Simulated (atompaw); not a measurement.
zirconium: PAW (atompaw) pseudisation with PBEsol, scalar-relativistic reference atom.

| Quantity | Value |
| --- | --- |
| Element | Zr |
| Generator | atompaw 4.2.0.5 |
| Type | PAW |
| Functional | PBEsol |
| Relativity | scalar-relativistic |
| Frozen core | [Kr] |
| Valence charge | 4 |
| Reference configuration | 4d2 5s0 5p0 (charge +2) |
| Partial waves | 5s (bound, empty): rc 2.65 bohr; 5s channel at 3.15 Ry: rc 2.65 bohr; 5p (bound, empty): rc 3.00 bohr; 5p channel at -0.45 Ry: rc 3.00 bohr; 4d (bound): rc 2.90 bohr; 4d channel at 3.25 Ry: rc 2.90 bohr |
| Local potential | ultrasoft scheme with l = 3 at 0 Ry, radius 2.40 bohr |
| Core correction | smooth core density matched at 2.40 bohr |
| Augmentation charge | besselshape compensation charge, radius 2.95 bohr; PAW radius 3.00 bohr; waves and projectors: custom rrkj vanderbiltortho |

All-electron outer shells of the reference configuration (PBEsol, scalar-relativistic, ld1.x):

| shell | level (eV) | outermost node (bohr) | outermost maximum (bohr) |
| --- | --- | --- | --- |
| 4p | -46.88 | 0.56 | 1.17 |
| 4d | -17.27 | 0.58 | 1.57 |
| 5s | -15.90 | 1.45 | 2.85 |
| 5p | -11.50 | 1.65 | 3.44 |

Q: Estimate the cutoffs (Ry, on a coarse ladder) from which the occupation-weighted sum of valence levels, in a spherical-Bessel basis at the reference potential, stays within 10 and 1 mRy of its value at 400 Ry.

A: 10 Ry and 12 Ry.

Q: Does the potential have ghost states?

A: Ghost states, extra bound levels that the all-electron valence spectrum of the same l lacks: s at -51.1 eV, p at -27.2 eV. A true bound ghost makes a file unfit for plane-wave use.

Q: Is the overlap operator S = 1 + Σ q|β⟩⟨β| positive definite (Bessel basis up to 400 Ry)?

A: Yes: its lowest eigenvalue is 0.61 (p channel).
